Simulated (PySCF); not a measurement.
**Spin states of HgF**

Unrestricted PBE0; Hg cc-pVDZ-PP with ECP60, F cc-pVDZ; scalar-relativistic core potentials (PySCF 2.14). Outer shells of the fragments: Hg 5d10 6s2; F 2s2 2p5.

Followed along the bond (rough minima from three points):

```
2Ms+1   unpaired  ⟨S²⟩ at the start  R at minimum (Å)  Te (eV)
    2        σ ↑               0.76              2.06     0.00
    4  σ ↑, π ↑↑               3.75  none in the scan   ≤ 6.68
```

Solutions found at the starting distance of 1.990 Å, counted from the lowest of them; the search is not exhaustive and high or unbound solutions are not listed, so other states can lie among these:

| 2Ms+1 | unpaired | term | E (eV) | ⟨S²⟩ | ⟨Lz²⟩ | μ (D) |
| --- | --- | --- | --- | --- | --- | --- |
| 2 | σ ↑ | ²Σ⁺ | 0.00 | 0.76 | 0.00 | -2.56 |
| 2 | π ↑ | ²Π | 3.02 | 0.75 | 1.00 | 1.45 |
| 2 | π ↑ | ²Π | 5.07 | 0.81 | 1.01 | -3.13 |
| 4 | σ ↑, π ↑↑ | mixed | 7.11 | 3.75 | 2.01 | 1.24 |
| 4 | σ ↑↑, π ↑ | ⁴Π | 7.20 | 3.76 | 1.03 | 0.01 |
| 4 | σ ↑, π ↑↑ | mixed | 7.24 | 3.75 | 2.01 | 1.35 |

A term symbol is given only where ⟨S²⟩ and ⟨Lz²⟩ are close to those of a pure state; real π, δ and φ orbitals otherwise mix terms. A positive dipole means Hg(−)F(+).

Spin–orbit coupling is left out. Counting both spins, an empty level lies below a filled one in some of these solutions, because spin and occupation are held.
